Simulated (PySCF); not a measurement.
**Correlation energy of Si (silicon, neutral)**

[Ne] 3s2 3p2, high-spin 3P determinant. Calculation: PySCF 2.14, in cc-pVDZ-DK (4s3p1d, 18 functions); the spin-free X2C one-electron Hamiltonian (Gaussian nucleus). Frozen: [Ne]; 4 electrons correlated.

MP2 pair energies summed by pair of shells (mhartree):

```csv
pair,energy,share (%)
3s-3p,-26.39,58.8
3s-3s,-14.00,31.2
3p-3p,-4.52,10.1
```

Total MP2 correlation energy: -44.91 mhartree.

Same-spin part -7.62 and opposite-spin part -37.30 mhartree; SCS-MP2 scales them by 1/3 and 6/5 to -47.29 mhartree.

```csv
level,correlation energy (mhartree)
CCSD,-63.93
(T),-0.99
CCSD(T),-64.92
```

Diagnostics: T1 = 0.0096, D1 = 0.0253, largest double amplitude 0.106.

Cost of the coupled-cluster step: 0.13 s of wall time on 1 thread of Neoverse-N1 (shared host), for 4 correlated electrons.

Iterations:

```
CC2 = 0
CCSD nocc = (np.int64(3), np.int64(1)), nmo = (13, 13)
frozen orbitals [[0, 1, 2, 3, 4], [0, 1, 2, 3, 4]]
max_cycle = 100
direct = 0
conv_tol = 1e-08
conv_tol_normt = 1e-06
diis_space = 8
diis_start_cycle = 0
Init t2, MP2 energy = -0.0449112759910837
Init E_corr(UCCSD) = -0.0449112759913541
cycle = 1  E_corr(UCCSD) = -0.057832517178177  dE = -0.0129212412  norm(t1,t2) = 0.055422
cycle = 2  E_corr(UCCSD) = -0.0616693574536345  dE = -0.00383684028  norm(t1,t2) = 0.0213033
cycle = 3  E_corr(UCCSD) = -0.0639188301238292  dE = -0.00224947267  norm(t1,t2) = 0.00977609
cycle = 4  E_corr(UCCSD) = -0.0639115507966862  dE = 7.27932714e-06  norm(t1,t2) = 0.00189317
cycle = 5  E_corr(UCCSD) = -0.0639351717165385  dE = -2.36209199e-05  norm(t1,t2) = 0.000310901
cycle = 6  E_corr(UCCSD) = -0.0639271779643129  dE = 7.99375223e-06  norm(t1,t2) = 4.41123e-05
cycle = 7  E_corr(UCCSD) = -0.0639304862065107  dE = -3.3082422e-06  norm(t1,t2) = 1.03771e-05
cycle = 8  E_corr(UCCSD) = -0.0639296799878952  dE = 8.06218616e-07  norm(t1,t2) = 2.73621e-06
cycle = 9  E_corr(UCCSD) = -0.0639297534868429  dE = -7.34989477e-08  norm(t1,t2) = 3.8404e-07
cycle = 10  E_corr(UCCSD) = -0.0639297519113134  dE = 1.57552951e-09  norm(t1,t2) = 6.1579e-08
UCCSD converged
E(UCCSD) = -289.5159972016339  E_corr = -0.06392975191131338
UCCSD(T) correction = -0.000991680251603689
```
